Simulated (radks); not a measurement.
Problem. Numerical settings for neutral samarium, [Xe] 4f6 6s2. All-electron calculation, scalar-relativistic Kohn-Sham, PBEsol, spin-polarised, spherical densities, finite nucleus; open shells are filled with parallel spins first (spin-orbit coupling, left out, can overturn this in heavy ions); Fermi nuclear charge, rms radius 5.0819 fm. Program: a radial shooting solver on a logarithmic mesh with Libxc functionals. The defaults (mesh step 0.008 in ln r, mesh end at 40 bohr or more with all orbitals vanishing there, Anderson mixing 0.5 over 9 steps, residual threshold near 1e-9 with the energy settled to 1e-9 hartree or 1e-11 of itself, here a cap of 79 iterations) give E = -10423.0705 hartree and 6s at -3.452 eV in 15 iterations. Times are rough (one thread of a shared host). One setting is changed at a time: mesh step in ln r 0.2; mesh step in ln r 0.005; mesh step in ln r 0.02; mesh end (bohr) 400; mesh end (bohr) 12; residual threshold 1e-16; residual threshold 0.01; mixing 1.5; linear mixing, mixing 0.8; linear mixing, mixing 1; mixing history 20; iteration cap 8. Which runs fail to converge, and which converge to a wrong energy?

Solution. Not converged within the cap: mesh step in ln r 0.2; residual threshold 1e-16; linear mixing, mixing 0.8; linear mixing, mixing 1; iteration cap 8. No run marked as converged misses the energy by more than 1 mhartree.
